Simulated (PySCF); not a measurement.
# One molecule, several mistakes: C3GeH8

Calculated results; nothing here was measured. The program is PySCF 2.14.0, an open-source quantum chemistry code, run on an isolated molecule that a program drew, which may never have been made. The molecule is C3GeH8 (charge 0, singlet), drawn as the SMILES string `C[C](C)=[GeH2]`.

Each row is a Hartree-Fock (HF) and frozen-core CCSD(T) single point in the cc-pVDZ basis, meant for a local HF minimum. Run 1 is clean. Each other run has one planted mistake out of seven kinds, and not every kind appears here: one electron removed, one electron added, multiplicity raised by two, geometry at a saddle point, minimal basis STO-3G, one bond length entered in bohr, all coordinates scaled. The reference is restricted for singlets and unrestricted otherwise, and also for a bond in bohr. Adding or removing an electron swaps singlet and doublet. Electrons count all cores. HOMO and LUMO are orbital energies over both spins, the gradient is its largest component, and the lowest frequency (negative if imaginary) is given only where the gradient is small. Bond lengths are over the 11 bonds as drawn. T1 is the CCSD diagnostic: over 0.02 (restricted) or 0.045 (unrestricted) a single reference is doubtful. Germanium has the cc-pVDZ-PP basis, with a core potential (ECP10MDF) in place of its 10 inner electrons, and its 3s, 3p and 3d shells are frozen in CCSD(T).

Geometry of the clean run:
```xyz
12
C3GeH8, angstrom
C     0.9158   -0.6643   -0.5487
C    -0.2061   -0.0982    0.2854
C    -1.4413    0.2970   -0.4848
Ge   -0.0819    0.0895    2.0456
H     1.2373    0.0599   -1.3059
H     0.5831   -1.5591   -1.0870
H     1.7893   -0.9369    0.0450
H    -1.1998    1.0538   -1.2398
H    -2.2277    0.7011    0.1540
H    -1.8542   -0.5652   -1.0209
H     1.1654   -0.3108    2.8126
H    -1.2163    0.6604    2.8770
```

| run | electrons | basis functions | <S^2> | HOMO (eV) | LUMO (eV) | gradient (hartree/bohr) | lowest frequency (cm^-1) | mean bond (Å) | longest bond (Å) | T1 | HF (hartree) | CCSD(T) (hartree) | mistake |
|---|---|---|---|---|---|---|---|---|---|---|---|---|---|
| 1 | 58 | 105 | 0.000 | -7.48 | 2.44 | 5.1e-06 | 226 | 1.3084 | 1.775 | 0.0105 | -411.57367 | -412.18184 | no fault |
| 2 | 59 | 105 | 0.775 | 0.96 | 8.98 | 5.3e-02 | - | 1.3084 | 1.775 | 0.0152 | -411.51537 | -412.12604 | one electron added |
| 3 | 58 | 105 | 2.029 | -5.78 | 1.09 | 1.1e-01 | - | 1.3084 | 1.775 | 0.0110 | -411.52458 | -412.09131 | ? |
| 4 | 58 | 105 | 1.153 | -7.58 | 2.12 | 6.7e-02 | - | 1.3971 | 2.071 | 0.0573 | -411.46834 | -412.05613 | ? |

**Which mistake was planted in run 3, and what did it cost?**

Electrons, basis and geometry are unchanged, and <S^2> is 2.029, beside S(S+1) = 2.00 for a multiplicity of 3. So the mistake is: multiplicity raised by two. Subtracting run 1 and multiplying by 627.51 kcal/mol a hartree, the energy moved by 30.8 kcal/mol in HF and 56.8 kcal/mol in CCSD(T).

**Which mistake was planted in run 4, and what did it cost?**

The mean bond changes by a factor of 1.068 and the longest by 1.167, so the molecule wasn't scaled as a whole. A length L in bohr read as angstrom grows by (1/0.5292 - 1) L = 0.890 L. The 11 bonds together grew by 11 x 0.0887 = 0.976 Å, which gives L = 1.097 Å. That is the length of one of the C-H bonds, 1.096 Å in the clean geometry. So the mistake is: one bond length entered in bohr. Subtracting run 1 and multiplying by 627.51 kcal/mol a hartree, the energy moved by 66.1 kcal/mol in HF and 78.9 kcal/mol in CCSD(T).

Cautions from the logs. Run 2: the HOMO is above zero, so the electron isn't bound and the energy depends on the basis; run 4: T1 is over the limit, so its CCSD(T) energy is less reliable.
